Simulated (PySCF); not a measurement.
TaO2Cl, SMILES [O]=[Ta](=[O])[Cl], multiplicity 1. Atoms are numbered in the order given.

```xyz
4

Ta     0.2647    -0.1746     0.0000
O      0.9506     0.6135     1.3725
O      0.9506     0.6135    -1.3725
Cl    -2.0315     0.1725     0.0000
```

Coordinates come from a PBE0-D3(BJ)/def2-SVP optimisation. The multiplicity is an assumed one; other spin states were not compared. The def2 effective core potentials stand for the cores of Ta; spin–orbit coupling is left out.

All values below come from TDDFT-PBE/def2-SVPD (PySCF 2.14.0).

Vertical excitations. Gas-phase values at a fixed geometry. State labels are in the subgroup Cs.

Q: Estimate the UV-visible absorptions. (Estimate from the structure and the level; the computed values follow.)

A: 
```tsv
state	symmetry	energy (eV)	λ (nm)	f	main pairs
S1	A"	2.22	558	0.001	HOMO→LUMO 100 %
S2	A'	3.14	395	0.005	HOMO−1→LUMO 99 %
S3	A"	3.20	387	0.003	HOMO−2→LUMO 99 %
S4	A'	3.78	328	0.005	HOMO−3→LUMO 98 %
S5	A"	4.11	301	0.003	HOMO→LUMO+1 98 %
S6	A'	4.31	287	0.009	HOMO−4→LUMO 96 %
S7	A"	4.48	277	0.013	HOMO−5→LUMO 96 %
S8	A"	4.66	266	0.000	HOMO−6→LUMO 98 %
S9	A'	4.69	264	0.002	HOMO−7→LUMO 98 %
S10	A"	5.03	246	0.000	HOMO−2→LUMO+1 99 %
T1	A"	2.14	578	0	HOMO→LUMO 100 %
T2	A'	2.98	416	0	HOMO−1→LUMO 99 %
T3	A"	3.08	402	0	HOMO−2→LUMO 100 %
T4	A'	3.42	363	0	HOMO−3→LUMO 97 %
```
Triplets are in the Tamm–Dancoff approximation, which puts them higher than full response would, so one can lie above its singlet here.
